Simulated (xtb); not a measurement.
A geometry relaxed with GFN2-xTB (xtb 6.7.1), charge 0, multiplicity 1:

```xyz
8

H     -2.5316    -0.2952    -1.4073
B     -0.7554     0.0518    -0.1467
H      2.4415    -0.8961     1.5049
B      0.6845    -0.1660     0.3562
C     -2.0345     0.3020    -0.6555
H      2.8200     0.1721     0.1265
C      2.0335    -0.2954     0.7050
H     -2.6578     1.1267    -0.3370
```

**Question.** Write the SMILES of this molecule.

**Answer.** `C=BB=C`
